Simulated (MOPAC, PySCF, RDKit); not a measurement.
Pair of molecules: SiH4 (SMILES [SiH4]) (first 5 atoms) with PH3 (SMILES P); geometry from B3LYP-D3(BJ)/def2-TZVP, rigid monomers moved along the line of their centres of mass till Si1···P6 is 3.70 Å.
(charge 0, multiplicity 1):
```xyz
9

Si    -0.1334     0.0522     0.1652
H     -1.4945    -0.3541     0.5800
H     -0.0649     0.1031    -1.3134
H      0.8517    -0.9303     0.6690
H      0.1741     1.3900     0.7176
P     -0.3060    -0.0758     3.8628
H      0.8666     0.2936     3.1556
H     -0.5434    -1.2094     3.0441
H     -1.1413     0.7654     3.0841
```

Interaction energies are E(AB) − E(A) − E(B) at the monomers' geometry in the complex; basis-set methods are counterpoise corrected. RDKit's UFF carries no charges.

Rows in 6-31G* carry no dispersion term and start afresh at each structure (6-31G* with six Cartesian d functions). The state that AM1, PM7 reach isn't checked; PM7 holds dispersion and hydrogen-bond terms.

The values were computed with MOPAC for AM1, PM7 (differences of heats of formation); PySCF for 6-31G* rows; RDKit for the force fields. Values without a source in brackets are computed.

Task: One of these levels gives -2.6 kJ/mol for the interaction energy. Name it.
A) AM1
B) UFF
C) HF/6-31G*
D) PM7

Result: B, UFF. The others give 10.0 (AM1), 101.4 (PM7), 14.7 (HF/6-31G*)
